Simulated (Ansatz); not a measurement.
Consider the cleavage of the Si–Al bond: `[NH2][Al]([SiH3])[SiH2]O` + `OCO` → `OCO[SiH2]O` + `[NH2][AlH][SiH3]`.

Program: Ansatz. Geometries: PBE0-D4/def2-TZVP. ΔE: electronic, gas phase. CBS: MP2 limit from def2 TZ/QZ plus the TZ coupled-cluster correction, frozen cores. This one scheme is used for every species. Functionals use def2-TZVPP. One conformer a species, not always the lowest.

`[NH2][Al]([SiH3])[SiH2]O`:

Z-matrix (Å, degrees):
```
Si
Al 1 2.457
H 1 1.492 2 111.4
H 1 1.492 2 111.5 3 119.0
H 1 1.492 2 112.6 3 -120.5
Si 2 2.469 1 127.6 3 -60.4
N 2 1.772 1 117.1 3 118.6
O 6 1.666 2 112.4 1 169.8
H 6 1.490 2 111.7 1 -73.1
H 6 1.498 2 111.4 1 45.4
H 7 1.008 2 125.4 1 0.5
H 7 1.008 2 124.4 1 176.8
H 8 0.958 6 116.5 2 -62.0
```

`OCO`:

Cartesian coordinates in Å:
```
O 0.648 -0.995 0.274
C 0.267 0.300 -0.082
O -1.119 0.466 -0.129
H 0.311 -1.171 1.157
H 0.735 0.481 -1.055
H 0.622 1.045 0.639
H -1.465 -0.127 -0.803
```

`OCO[SiH2]O`:

Z-matrix (Å, degrees):
```
C
O 1 1.396
O 1 1.400 2 112.3
H 1 1.095 2 111.0 3 117.7
H 1 1.095 2 107.0 3 -122.6
Si 2 1.652 1 121.0 3 -61.7
H 3 0.962 1 108.1 2 -67.2
O 6 1.638 2 113.5 1 73.7
H 6 1.474 2 106.5 1 -169.6
H 6 1.489 2 106.9 1 -48.3
H 8 0.960 6 115.4 2 -61.2
```

`[NH2][AlH][SiH3]`:

Cartesian coordinates in Å:
```
N -1.172 0.621 1.469
Al -0.587 0.749 -0.194
Si 1.134 -0.837 -0.921
H -0.850 -0.056 2.142
H -1.875 1.214 1.881
H -1.221 1.887 -1.101
H 0.669 -1.663 -2.074
H 1.527 -1.779 0.166
H 2.374 -0.137 -1.369
```

```tsv
level	ΔE (kJ/mol)
ωB97X-V	-120.2
ωB97M-V	-126.7
SCS-MP2/def2-QZVPP	-129.8
MP2/CBS(def2)	-127.8
```

Question: What does CCSD(T)/CBS give? (Best estimate.)

Answer: Computed: -119.4 kJ/mol. The listed levels differ from it by -0.8, -7.3, -10.4, -8.4 kJ/mol.

Largest T1 diagnostic among the species: 0.013.

From PBE to PBE0 (25 % exact exchange), in def2-TZVPP and without D4, ΔE moves by −8.6 kJ/mol. In def2-TZVPP, CCSD(T) changes the Hartree–Fock value by +18.5 kJ/mol (the triples alone add +2.2 kJ/mol) and MP2 by +10.1 kJ/mol.
